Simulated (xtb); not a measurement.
Input file for xtb: GFN2-xTB on CH3BrTe (SMILES C[Te]Br), a point of a torsion scan.

```
$ xtb mol.xyz --gfn 2 --opt vtight --chrg 0 --uhf 0 --input xcontrol
6

C     -0.77696732    -0.01331497     0.01163855
Te     1.01070854     1.18242244    -0.00605956
Br     2.94156019    -0.37710735     0.65587710
H     -0.93180720    -0.42540164     1.02375438
H     -1.63902985     0.58286217    -0.33468903
H     -0.65131385    -0.86975243    -0.69743644
$constrain
  force constant=1.0
  dihedral: 4,1,2,3,60.0
$end
```

Output:

```
[...]
           -------------------------------------------------
          |                Calculation Setup                |
           -------------------------------------------------



           -------------------------------------------------
          |                 G F N 2 - x T B                 |
           -------------------------------------------------

        Reference                      10.1021/acs.jctc.8b01176
      * Hamiltonian:
        H0-scaling (s, p, d)           1.850000    2.230000    2.230000
        zeta-weighting                 0.500000
      * Dispersion:
        s8                             2.700000
        a1                             0.520000
        a2                             5.000000
        s9                             5.000000
      * Repulsion:
        kExp                           1.500000    1.000000
        rExp                           1.000000
      * Coulomb:
        alpha                          2.000000
        third order                    shell-resolved
        anisotropic                    true
        a3                             3.000000
        a5                             4.000000
        cn-shift                       1.200000
        cn-exp                         4.000000
        max-rad                        5.000000


          ...................................................
          :                      SETUP                      :
          :.................................................:
          :  # basis functions                  27          :
          :  # atomic orbitals                  25          :
          :  # shells                           11          :
          :  # electrons                        20          :
          :  max. iterations                   250          :
          :  Hamiltonian                  GFN2-xTB          :
          :  restarted?                      false          :
          :  GBSA solvation                  false          :
          :  PC potential                    false          :
          :  electronic temp.          300.0000000     K    :
          :  accuracy                    1.0000000          :
          :  -> integral cutoff          0.2500000E+02      :
          :  -> integral neglect         0.1000000E-07      :
          :  -> SCF convergence          0.1000000E-05 Eh   :
          :  -> wf. convergence          0.1000000E-03 e    :
          :  Broyden damping             0.4000000          :
          :  net charge                          0          :
          :  unpaired electrons                  0          :
          ...................................................

 iter      E             dE          RMSdq      gap      omega  full diag
   1    -10.8711008 -0.108711E+02  0.878E+00    2.76       0.0  T
   2    -10.8283315  0.427693E-01  0.131E+01    2.46       1.0  T
   3    -10.7822681  0.460635E-01  0.152E+01    2.38       1.0  T
   4    -10.9095181 -0.127250E+00  0.171E+00    2.73       1.0  T
   5    -10.9073430  0.217505E-02  0.169E+00    2.70       1.0  T
   6    -10.9090073 -0.166426E-02  0.156E+00    2.75       1.0  T
   7    -10.9108680 -0.186077E-02  0.570E-01    2.72       1.0  T
   8    -10.9110286 -0.160551E-03  0.127E-01    2.69       1.0  T
   9    -10.9110613 -0.327489E-04  0.979E-02    2.69       1.0  T
  10    -10.9110767 -0.153847E-04  0.444E-02    2.69       1.0  T
  11    -10.9110792 -0.244178E-05  0.147E-02    2.70       2.8  T
  12    -10.9110797 -0.539300E-06  0.439E-03    2.70       9.3  T
  13    -10.9110797  0.312028E-07  0.503E-03    2.70       8.1  T
  14    -10.9110797 -0.360481E-07  0.163E-03    2.70      25.1  T
  15    -10.9110797 -0.379176E-08  0.236E-04    2.70     173.3  T
  16    -10.9110797 -0.173550E-10  0.433E-05    2.70     943.0  T

   *** convergence criteria satisfied after 16 iterations ***

         #    Occupation            Energy/Eh            Energy/eV
      -------------------------------------------------------------
         1        2.0000           -0.8581416             -23.3512
       ...           ...                  ...                  ...
         4        2.0000           -0.5128317             -13.9549
         5        2.0000           -0.5074603             -13.8087
         6        2.0000           -0.4808112             -13.0835
         7        2.0000           -0.4565698             -12.4239
         8        2.0000           -0.4332009             -11.7880
         9        2.0000           -0.4220725             -11.4852
        10        2.0000           -0.3809266             -10.3655 (HOMO)
        11                         -0.2818517              -7.6696 (LUMO)
        12                         -0.2089741              -5.6865
        13                         -0.0099554              -0.2709
        14                          0.0165646               0.4507
        15                          0.0210286               0.5722
       ...                 
[...]
     -0.2646356              -7.2011 (LUMO)
        12                         -0.2062051              -5.6111
        13                          0.0073021               0.1987
        14                          0.0146213               0.3979
        15                          0.0333371               0.9071
       ...                                ...                  ...
        25                          0.9520779              25.9074
      -------------------------------------------------------------
                  HL-Gap            0.1131926 Eh            3.0801 eV
             Fermi-level           -0.3212319 Eh           -8.7412 eV

 SCC (total)                   0 d,  0 h,  0 min,  0.003 sec
 SCC setup                      ...        0 min,  0.000 sec (  1.649%)
 Dispersion                     ...        0 min,  0.000 sec (  0.457%)
 classical contributions        ...        0 min,  0.000 sec (  0.192%)
 integral evaluation            ...        0 min,  0.001 sec ( 27.725%)
 iterations                     ...        0 min,  0.001 sec ( 19.312%)
 molecular gradient             ...        0 min,  0.001 sec ( 47.919%)
 printout                       ...        0 min,  0.000 sec (  2.517%)

         :::::::::::::::::::::::::::::::::::::::::::::::::::::
         ::                     SUMMARY                     ::
         :::::::::::::::::::::::::::::::::::::::::::::::::::::
         :: total energy             -10.867158211355 Eh    ::
         :: gradient norm              0.000127226702 Eh/a0 ::
         :: HOMO-LUMO gap              3.080127459388 eV    ::
         ::.................................................::
         :: SCC energy               -10.929291530280 Eh    ::
         :: -> isotropic ES            0.004332629059 Eh    ::
         :: -> anisotropic ES          0.000231699745 Eh    ::
         :: -> anisotropic XC         -0.016423910408 Eh    ::
         :: -> dispersion             -0.003781566314 Eh    ::
         :: repulsion energy           0.062133301542 Eh    ::
         :: add. restraining           0.000000017383 Eh    ::
         :: total charge               0.000000000000 e     ::
         :::::::::::::::::::::::::::::::::::::::::::::::::::::

           -------------------------------------------------
          |                Property Printout                |
           -------------------------------------------------

    * Orbital Energies and Occupations

         #    Occupation            Energy/Eh            Energy/eV
      -------------------------------------------------------------
         1        2.0000           -0.8575659             -23.3356
         2        2.0000           -0.8393794             -22.8407
         3        2.0000           -0.6121773             -16.6582
         4        2.0000           -0.5110991             -13.9077
         5        2.0000           -0.5081966             -13.8287
         6        2.0000           -0.4770368             -12.9808
         7        2.0000           -0.4654102             -12.6645
         8        2.0000           -0.4386647             -11.9367
         9        2.0000           -0.4243303             -11.5466
        10        2.0000           -0.3778282             -10.2812 (HOMO)
        11                         -0.2646356              -7.2011 (LUMO)
        12                         -0.2062051              -5.6111
        13                          0.0073021               0.1987
        14                          0.0146213               0.3979
        15                          0.0333371               0.9071
        16                          0.0365273               0.9940
        17                          0.0371519               1.0110
        18                          0.0624972               1.7006
        19                          0.0628894               1.7113
        20                          0.1090299               2.9669
        21                          0.1540882               4.1930
       ...                                ...                  ...
        25                          0.9520779              25.9074
      -------------------------------------------------------------
                  HL-Gap            0.1131926 Eh            3.0801 eV
             Fermi-level           -0.3212319 Eh           -8.7412 eV

     #   Z          covCN         q      C6AA      α(0)
     1   6 C        3.669    -0.111    22.905     6.862
     2  52 Te       1.744     0.116   412.447    37.543
     3  35 Br       0.850    -0.126   188.307    22.125
     4   1 H        0.926     0.047     2.363     2.404
     5   1 H        0.926     0.029     2.599     2.521
Note: The following floating-point exceptions are signalling: IEEE_DENORMAL
normal termination of xtb
     6   1 H        0.926     0.046     2.371     2.408

 Mol. C6AA /au·bohr⁶  :       1880.836308
 Mol. C8AA /au·bohr⁸  :     125881.157261
 Mol. α(0) /au        :         73.862203


Wiberg/Mayer (AO) data.
largest (>0.10) Wiberg bond orders for each atom

 ---------------------------------------------------------------------------
     #   Z sym  total        # sym  WBO       # sym  WBO       # sym  WBO
 ---------------------------------------------------------------------------
     1   6 C    3.990 --     5 H    0.995     2 Te   0.993     6 H    0.989
                             4 H    0.988
     2  52 Te   2.232 --     3 Br   1.226     1 C    0.993
     3  35 Br   1.259 --     2 Te   1.226
     4   1 H    0.998 --     1 C    0.988
     5   1 H    0.999 --     1 C    0.995
     6   1 H    0.998 --     1 C    0.989
 ---------------------------------------------------------------------------

Topologies differ in total number of bonds
Writing topology from bond orders to xtbtopo.mol

molecular dipole:
                 x           y           z       tot (Debye)
 q only:       -0.469       0.311      -0.154
   full:       -1.843       1.319      -0.629       5.978
molecular quadrupole (traceless):
                xx          xy          yy          xz          yz          zz
 q only:       -2.902       1.588       2.011      -1.206       0.141       0.891
  q+dip:      -12.454       7.709       6.617      -5.740       1.866       5.837
   full:      -10.608       8.083       7.225      -5.095       1.080       3.383

           -------------------------------------------------
          |                Geometry Summary                 |
           -------------------------------------------------

      molecular mass/u    :      222.5412124
   center of mass at/Å    :        1.4481774       0.5993055       0.1954003
  moments of inertia/u·Å² :        0.6666753E+02   0.3260446E+03   0.3895455E+03
rotational constants/cm⁻¹ :        0.2528612E+00   0.5170346E-01   0.4327514E-01

 * 4 selected distances

     #   Z          #   Z                                           value/Å
     2  52 Te       3  35 Br                                      2.4771282 (max)
     1   6 C        4   1 H                                       1.0831448
     1   6 C        5   1 H                                       1.0816363 (min)
     1   6 C        6   1 H                                       1.0831762

 * 2 distinct bonds (by element types)

   Z      Z             #   av. dist./Å        max./Å        min./Å
   1 H    6 C           3     1.0826524     1.0831762     1.0816363
  35 Br  52 Te          1     2.4771282     2.4771282     2.4771282


optimized geometry written to: xtbopt.xyz


           -------------------------------------------------
          | TOTAL ENERGY              -10.867158211355 Eh   |
          | GRADIENT NORM               0.000127226702 Eh/α |
          | HOMO-LUMO GAP               3.080127459388 eV   |
           -------------------------------------------------

------------------------------------------------------------------------
------------------------------------------------------------------------
 total:
 SCF:
 ANC optimizer:
```

The run finished.

Warnings raised: the energy holds the restraint's term.

Cost: around 0.07 core-seconds (rough).
